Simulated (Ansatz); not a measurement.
The cluster SnO₂. Total charge 0; singlet. Geometry B3LYP-D4/def2-TZVP.

```xyz
3

Sn    0.674   -0.889    0.511
O     0.039    0.972    0.167
O    -0.712   -0.083   -0.678
```

In the def2 sets Sn takes a core potential; there is no spin–orbit coupling. HSE06 is defined as in plane-wave codes, on full-range PBE exchange. The structure holds one bond between oxygen atoms, so isomers without such links may lie far lower. The restricted singlet is unstable towards broken spin symmetry in Hartree–Fock (as tested in another run); at PBE-D4/def2-TZVP, r2SCAN-D4/def2-TZVP, PBE0-D4/def2-TZVP, HSE06-D4/def2-TZVP this wasn't settled. Another isomer (singlet) lies 0.23 eV lower at PBE0-D4/def2-TZVP; other spin states weren't run for this one.

Problem. Estimate the orbital energies around the gap (eV) in Ansatz with PBE-D4/def2-TZVP, r2SCAN-D4/def2-TZVP, PBE0-D4/def2-TZVP, HSE06-D4/def2-TZVP.

Solution. 
```tsv
orbital	PBE-D4/def2-TZVP	r2SCAN-D4/def2-TZVP	PBE0-D4/def2-TZVP	HSE06-D4/def2-TZVP
HOMO−9	-26.18	-27.04	-29.17	-28.75
HOMO−8	-26.17	-27.02	-29.14	-28.72
HOMO−7	-24.62	-25.69	-27.55	-27.14
HOMO−6	-19.37	-20.53	-22.07	-21.66
HOMO−5	-11.82	-12.21	-13.42	-12.99
HOMO−4	-9.80	-10.05	-10.99	-10.59
HOMO−3	-8.57	-8.99	-10.33	-9.91
HOMO−2	-7.75	-8.08	-8.93	-8.53
HOMO−1	-6.41	-6.69	-7.74	-7.34
HOMO	-4.96	-5.28	-6.58	-6.17
LUMO	-3.42	-3.34	-2.78	-3.14
LUMO+1	-2.54	-2.38	-1.85	-2.20
LUMO+2	-1.00	-0.65	0.22	-0.12
LUMO+3	-0.46	0.17	0.67	0.28
LUMO+4	2.31	3.42	2.83	2.54
LUMO+5	2.71	3.90	3.30	3.00
```
